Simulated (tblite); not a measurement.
Compound: C4H3F3NP.
SMILES with atom numbers: `[N:1]#[C:2][CH2:3][PH:4][C:5]([F:6])=[C:7]([F:8])[F:9]` (hydrogens: H10, H11 on C3; H12 on P4)

A start from a force field or distance geometry was refined with tblite 0.8.0, GFN2-xTB geometry optimisation, gas phase. Values at the start:

```tsv
coordinate	start
N1≡C2	1.161 Å
C2–C3	1.462 Å
C3–P4	1.817 Å
C3–H10	1.132 Å
P4–C5	1.802 Å
P4–H12	1.433 Å
C5–F6	1.373 Å
C5=C7	1.333 Å
C7–F8	1.345 Å
C7–F9	1.380 Å
C2–C3–P4	109.7°
C3–P4–C5	116.5°
P4–C5–F6	122.4°
P4–C5–C7	120.5°
C5–C7–F8	123.2°
C5–C7–F9	117.4°
F6–C5–C7	117.1°
F8–C7–F9	119.3°
```

**Question.** How do these coordinates change at the GFN2-xTB level?

**Answer.** 
```csv
coordinate,GFN2-xTB (Å or °),change
C3–P4,1.880,+0.063
C7–F9,1.320,-0.060
C3–H10,1.094,-0.038
P4–H12,1.399,-0.034
P4–C5,1.835,+0.033
C2–C3,1.434,-0.028
C5–F6,1.348,-0.025
N1≡C2,1.143,-0.018
C7–F8,1.327,-0.018
C5=C7,1.328,-0.005
C3–P4–C5,96.2,-20.3
C5–C7–F9,126.8,+9.4
P4–C5–F6,113.8,-8.6
F8–C7–F9,111.1,-8.2
P4–C5–C7,126.6,+6.1
F6–C5–C7,119.3,+2.2
C5–C7–F8,122.1,-1.1
C2–C3–P4,110.6,+0.9
```

The energy falls by 153.2 kJ/mol over 128 L-BFGS steps, the largest force on an atom goes from 3.32 to 0.007 eV/Å, and the atoms move by 0.919 Å rms after alignment. The bond that changes most is C3–P4 (sp3 carbon bound to phosphorus to phosphine phosphorus), which lengthens by 0.063 Å. Bonds longer at the end by more than 0.005 Å: 2 of 11; shorter: 8. Among the dihedrals that turn most is C3–P4–C5–F6, from -18° to 64°. Rotational constants go from 2903, 680.6, 591.9 to 1827, 965.8, 888.5 MHz.

Its GFN2-xTB frequencies are all real (lowest 28 cm⁻¹). One conformer, not necessarily the lowest.

These are computed values.
